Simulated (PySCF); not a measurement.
Atom-mapped SMILES (the numbers label the heavy atoms): `[F:1][c:2]1[cH:3][cH:4][cH:5][c:6]2[cH:7][n:8][n:9][n:10]12` (H(Xn): hydrogen on atom n).

- geometry: GFN2-xTB
- σ from GIAO-PBE0/pcSseg-1
- run in PySCF 2.14
- one computed conformer, non-relativistic Hamiltonian, no solvent

δ = σ(ref) − σ, references computed at the same level: ¹³C (σref 186.93) vs TMS.

Q: Do the ¹³C shifts follow the atomic charges (in e)? Tabulate both.

A: 
```tsv
atoms	hybridisation	δ (ppm)	σ para (ppm)	Hirshfeld	IAO	Mulliken	ESP-fitted
C2	sp2	159.0	-219	+0.15	+0.40	+0.68	+0.05
C6	sp2	144.6	-209	+0.03	+0.04	+0.31	+0.01
C4	sp2	130.6	-196	-0.04	-0.14	+0.01	-0.15
C7	sp2	129.4	-194	-0.05	-0.13	+0.03	-0.04
C5	sp2	119.0	-184	-0.05	-0.17	-0.10	-0.36
C3	sp2	101.0	-171	-0.08	-0.23	-0.26	-0.23
```

Correlation coefficients of δ with charge over these carbons: Hirshfeld +0.89, IAO +0.89, Mulliken +0.96, ESP-fitted +0.80; with the paramagnetic shielding -1.00. With so few points these coefficients are fragile. Charge is one influence among several: hybridisation and low-lying excitations act through the paramagnetic term.

Shifts are as computed. Against solution values, carbons near 30 ppm lie about +3 ppm off and those near 130 ppm about +5 ppm. Of 1211 compounds with measured shifts, 218 miss one by over three times the rms of a fit or turn the order of signals round; such compounds aren't used in these exercises.
